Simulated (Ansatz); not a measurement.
Stepwise reaction of `[Cl][Ti]12345678([Cl])([C@H]9[C@@H]1[C@@H]2[C@@H]3[C@H]94)[C@H]1[C@@H]5[C@@H]6[C@@H]7[C@H]18` with hydrogen fluoride, as a gas-phase model of exchange steps in deposition or etching. ΔE in kJ/mol.

Computed with Ansatz on PBE0-D4/def2-TZVP structures; ΔE is electronic, products minus reactants. CBS: MP2 limit from def2 TZ/QZ plus the TZ coupled-cluster correction, frozen cores. This one scheme is used for every species. Functionals use def2-TZVPP. B3LYP here is the variant with VWN-RPA as its local correlation; programs differ in this. For Ti outer-core shells are correlated without core-valence functions, which leaves a few kJ/mol of doubt a bond. Scalar relativity is left out up to krypton.

```tsv
step	reaction	PBE-D4	B3LYP-D4	ωB97M-V	CCSD(T)/CBS
2	`[F][Ti]12345678([Cl])([C@H]9[C@@H]1[C@@H]2[C@@H]3[C@H]94)[C@H]1[C@@H]5[C@@H]6[C@@H]7[C@H]18` + H–F → `[F][Ti]12345678([F])([C@H]9[C@@H]1[C@@H]2[C@@H]3[C@H]94)[C@H]1[C@@H]5[C@@H]6[C@@H]7[C@H]18` + HCl	-7.3	-8.4	-6.6	11.1
```

(1) Give the row of step 1, `[Cl][Ti]12345678([Cl])([C@H]9[C@@H]1[C@@H]2[C@@H]3[C@H]94)[C@H]1[C@@H]5[C@@H]6[C@@H]7[C@H]18` + H–F → `[F][Ti]12345678([Cl])([C@H]9[C@@H]1[C@@H]2[C@@H]3[C@H]94)[C@H]1[C@@H]5[C@@H]6[C@@H]7[C@H]18` + HCl. (Best estimate.)

(2) By hand: ΔE of the 2 steps together at CCSD(T)/CBS.

Results:

(1) The calculation gave: 
```csv
step,reaction,PBE-D4,B3LYP-D4,ωB97M-V,CCSD(T)/CBS
1,`[Cl][Ti]12345678([Cl])([C@H]9[C@@H]1[C@@H]2[C@@H]3[C@H]94)[C@H]1[C@@H]5[C@@H]6[C@@H]7[C@H]18` + H–F → `[F][Ti]12345678([Cl])([C@H]9[C@@H]1[C@@H]2[C@@H]3[C@H]94)[C@H]1[C@@H]5[C@@H]6[C@@H]7[C@H]18` + HCl,-8.5,-10.2,-9.3,9.5
```

(2) (9.5) + (11.1) = 20.6 kJ/mol, or 10.3 kJ/mol a step.

In ΔE the steps differ by no more than 1.6 kJ/mol. All are uphill at CCSD(T)/CBS. PBE-D4 differs from CCSD(T)/CBS by -18.4 to -18.0 kJ/mol a step. Only this route is followed, and other bonds may react first. Isolated molecules leave out the surface, adducts and barriers. Largest T1 diagnostic: 0.018.
